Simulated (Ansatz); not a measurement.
C$_{3}$H$_{4}$Si. The species carries charge 0 and has multiplicity 1. The bonds changed during the relaxation, so this is another structure than the one it started from. The structure was optimised at the PBE0-D4/def2-TZVP level.

```xyz
8

C    -0.265   -1.019   -0.155
C    -0.196   -0.392   -1.319
Si    0.208    0.798    0.121
C    -0.111   -0.788    1.139
H    -0.945   -0.351   -2.097
H     1.617    1.227    0.208
H    -0.815    1.852    0.260
H     0.507   -1.327    1.843
```

Problem. What is the dipole moment at PBE/def2-TZVPP? (Estimate.)

Solution. Ansatz gave: 0.93 D, with components (0.23, 0.89, 0.14) D in this frame, pointing from negative to positive charge.

Problem. And with r2SCAN, B3LYP, ωB97M-V? (An estimate is asked.)

Solution. The calculation gave: r2SCAN 0.93 D, B3LYP 0.95 D, ωB97M-V 0.88 D.

Problem. Give the Mulliken charges with PBE, r2SCAN, ωB97M-V in def2-TZVPP. (Best estimate.)

Solution. Computed: 
```json
{"atom": "C1", "PBE": "0.03", "r2SCAN": "0.08", "ωB97M-V": "0.09"}
{"atom": "C2", "PBE": "-0.22", "r2SCAN": "-0.29", "ωB97M-V": "-0.31"}
{"atom": "Si3", "PBE": "0.30", "r2SCAN": "0.42", "ωB97M-V": "0.29"}
{"atom": "C4", "PBE": "-0.22", "r2SCAN": "-0.29", "ωB97M-V": "-0.31"}
{"atom": "H5", "PBE": "0.10", "r2SCAN": "0.09", "ωB97M-V": "0.12"}
{"atom": "H6", "PBE": "-0.04", "r2SCAN": "-0.05", "ωB97M-V": "-0.01"}
{"atom": "H7", "PBE": "-0.04", "r2SCAN": "-0.05", "ωB97M-V": "-0.01"}
{"atom": "H8", "PBE": "0.10", "r2SCAN": "0.09", "ωB97M-V": "0.12"}
```

B3LYP here is the variant with VWN-RPA as its local correlation; programs differ in this.
